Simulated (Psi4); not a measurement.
Input for Psi4:
```
memory 2 GB

molecule {
0 2
C    -0.01711389    0.13861103   -1.25945287
Si    0.00774095   -0.06609183    0.57241213
H    -0.92959358    0.22915764   -1.82227983
H     0.88009381    0.20740535   -1.84926448
H     0.03350168    1.24334789    1.24448153
H    -1.19792114   -0.77868484    1.00294438
H     1.20822931   -0.80760657    0.96706573
}

set {
  basis aug-cc-pvdz
  reference uhf
  freeze_core true
}

energy('mp3')
print_variables()
```

Q: Predict the number of basis functions from MP3/aug-cc-pVDZ (Psi4 1.11).

A: 95

Q: Give the SCF-reference <S^2> at the level MP3/aug-cc-pVDZ.

A: 0.761

Q: What is the computed MP2 correlation energy (MP3/aug-cc-pVDZ)?

A: -0.2330 Eh

These values belong to the state on which the SCF converged, which isn't shown to be the lowest.
